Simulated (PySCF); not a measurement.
# Adding and removing an electron: CsCa

ROHF-MP2; PySCF, scalar-relativistic core potentials, basis sets Cs def2-SVPD with ECP46, Ca def2-SVPD. Neutral (ROHF): doublet (σ ↑), Re = 5.052 Å, ωe = 31.8 cm⁻¹, De = 0.09 eV.

CsCa⁻ (RHF): singlet (closed shell), Re = 5.064 Å, ωe = 39.9 cm⁻¹. The energies at the minima are -696.68099 hartree for CsCa and -696.69715 for CsCa⁻.

Q: Work out the adiabatic electron affinity, without and with harmonic zero-point energies (1 hartree = 27.2114 eV, 1 eV = 8065.5 cm⁻¹), and the change of the bond length.

A: At MP2: 0.01616 hartree = 0.440 eV between the minima; the zero-point term (31.8 − 39.9)/2 cm⁻¹ = -0.001 eV makes it 0.439 eV. Re changes by +1.2 pm against the neutral. The electron enters a σ orbital, and the small change of length marks it as nearly non-bonding.

Correlated steps freeze 5 core orbitals. Weak bonds: CsCa. Basis-set superposition, not corrected here, can be much of De in a small basis, most of all at correlated wavefunction levels. Spin–orbit coupling is left out. States were picked by a PBE0 search and need not be the measured ground states.
